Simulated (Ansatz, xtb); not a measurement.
Molecule: C₅H₅S, net charge 0, doublet state. It need not be the lowest isomer of its formula. 
Structure (B3LYP-D3(BJ)/def2-TZVP (Ansatz, a program for electronic structure) minimum search):
SMILES: c1c(s[c]c1)C
```xyz
11

C     -2.2165    -0.0766    -0.0563
C     -0.7340    -0.1561     0.1039
C     -0.0080    -0.9780     0.9158
C      1.4148    -0.7946     0.8261
C      1.6864     0.1765    -0.0680
S      0.3307     0.8889    -0.8137
H     -2.6028     0.9110     0.2053
H     -2.6909    -0.8069     0.6005
H     -2.5286    -0.2935    -1.0803
H     -0.4683    -1.7059     1.5711
H      2.1428    -1.3548     1.3931
```
Charge 0, spin multiplicity 2.

Harmonic wavenumbers from GFN2-xTB (xtb, at its own minimum), cm⁻¹: 81, 209, 289, 347, 458, 515, 658, 704, 758, 817, 837, 985, 1033, 1046, 1147, 1156, 1261, 1399, 1462, 1469, 1492, 1591, 2997, 3012, 3032, 3110, 3147.

Question: Give the harmonic wavenumbers at B3LYP-D3(BJ)/def2-TZVP (Ansatz, finite differences of forces, unscaled).

Answer: 98, 210, 303, 414, 523, 551, 639, 733, 764, 845, 857, 983, 1052, 1063, 1150, 1225, 1308, 1417, 1461, 1475, 1495, 1590, 3030, 3078, 3103, 3189, 3221 cm⁻¹. Zero-point energy 51.1 kcal/mol.

Question: From these and the geometry, give the ideal-gas thermochemistry at 298.15 K and 1 atm (rigid rotor, harmonic oscillator).

Answer: Point group Cs, rotational symmetry number 1. Rotational constants 5.238, 3.274, 2.04 GHz. S(trans) 39.63, S(rot) 26.62, S(vib) 10.65, S(elec, spin only) 1.38, S 78.3 cal/(mol K). H(298) - H(0) 4.27 kcal/mol; G - E(el) 32.1 kcal/mol.
